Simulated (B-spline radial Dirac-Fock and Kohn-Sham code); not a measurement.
# Auger decay of the M2 hole in Se⁺

System: selenium as Se⁺, configuration [Ar] 3d10 4s1 4p4 (an excited configuration).

Method: independent-particle rates on relativistic LDA orbitals of the hole state (multipoles up to L = 3, Coulomb Auger matrix elements, transition energies from Dirac-Fock). Computed with a radial finite-basis atomic code. Kinetic energies are configuration averages from the vacuum level; the two-hole energies are estimated from single-hole states.

```
transition  kinetic energy (eV)  width (meV)  share (%)
   M2-M4M4                14.20          397       11.9
   M2-M4M5                14.63         1650       49.3
   M2-M5M5                15.81         63.7        1.9
   M2-M4N1                67.02          181        5.4
   M2-M5N1                67.87         28.5        0.9
   M2-M4N2                83.52          236        7.1
   M2-M4N3                84.01          356       10.6
   M2-M5N2                84.31          366       10.9
   M2-M5N3                84.89         38.7        1.2
   M2-N2N3                142.6         16.5        0.5
```

Coster-Kronig rates are the weakest part of this model and often come out 1.5 to 2.5 times too large. Super-Coster-Kronig decay this fast strains the one-particle picture, and such widths tend to come out too large. The listed channels hold 100 % of the non-radiative rate. Summed by principal shells, of 3.34 eV in all: MMM 63.0 %, MMN 36.1 %, MNN 0.9 %.
